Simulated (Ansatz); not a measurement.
Relaxing a trial structure of ClCuGeHSi

The starting geometry of this gas-phase doublet was optimised with GFN2-xTB.

```xyz
5

Cl    2.2268    1.8256    0.1175
Cu   -0.6004   -1.8102    1.3403
Ge    0.3110    2.1783   -0.8986
Si   -0.4617    0.1537    0.1483
H    -0.6171   -3.1459    2.1619
```

Problem. Predict what becomes of its bonds when it is optimised with PBE0-D3(BJ)/def2-SVP.

Solution. A new bond forms, giving a structure with Cl1 bridging Si4 and Ge3, given below by its coordinates. Distances that change by over a tenth: Cl1–Ge3 (2.20 → 2.50 Å). Contacts that close: Cl1–Si4 (3.17 → 2.26 Å).

The energy falls by 0.69 eV over 17 steps:

```json
{"step": "1", "E − E(last) (eV)": "0.686"}
{"step": "3", "E − E(last) (eV)": "0.256"}
{"step": "5", "E − E(last) (eV)": "0.057"}
{"step": "6", "E − E(last) (eV)": "0.038"}
{"step": "8", "E − E(last) (eV)": "0.020"}
{"step": "10", "E − E(last) (eV)": "0.005"}
{"step": "12", "E − E(last) (eV)": "0.003"}
{"step": "13", "E − E(last) (eV)": "0.001"}
{"step": "15", "E − E(last) (eV)": "0.000"}
{"step": "17", "E − E(last) (eV)": "0.000"}
```

Final geometry (Å):

```yaml
atoms:
  - { symbol: Cl, position_ang: [1.9297, 1.1792, 0.2876] }
  - { symbol: Cu, position_ang: [-0.4486, -1.4534, 1.6264] }
  - { symbol: Ge, position_ang: [0.0911, 1.9388, -1.2259] }
  - { symbol: Si, position_ang: [-0.2107, 0.5224, 0.6191] }
  - { symbol: H, position_ang: [-0.5028, -2.9854, 1.5622] }
```

Frequencies at the end are all real (lowest 56 cm⁻¹). Open shells are spin-unrestricted. Run with Ansatz 0.2.0, 89 s on 2 threads of Intel(R) Xeon(R) Platinum 8488C (Sapphire Rapids) (shared host).
